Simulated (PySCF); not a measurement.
Method: B3LYP-D3(BJ)/def2-TZVP // PBE0-D4/def2-SVP (PySCF). All species are isolated molecules in the gas phase. One relaxed conformer stands for a flexible species; it need not be the lowest. B3LYP has the VWN-RPA correlation part, as in Gaussian. Excitations are Tamm–Dancoff values on a coarser integration grid. The basis has no diffuse functions, so Rydberg states are missing or too high.

Reference species (SMILES): `C[O][Sn]([OH])([OH])[OH]` (neutral, multiplicity 1).

```
Property                Value
-------------------  --------
HOMO–LUMO gap         5.73 eV
S1–T1 gap (TDA)       0.35 eV
S1 excitation (TDA)   4.61 eV
LUMO                 -2.16 eV
```

Changed species: `C[O][Sn]([OH])([OH])[O]C` (2 of 4 OH replaced by OCH3; the reference has 1 of 4 OH replaced by OCH3).

**Question.** Give the shifts of the HOMO–LUMO gap, S1–T1 gap (TDA), S1 excitation (TDA) and LUMO.

**Answer.** the HOMO–LUMO gap hardly moves; the S1–T1 gap (TDA) goes up by 0.05 eV, to 0.40 eV; the S1 excitation (TDA) is nearly the same; the LUMO rises by 0.06 eV, to -2.10 eV.
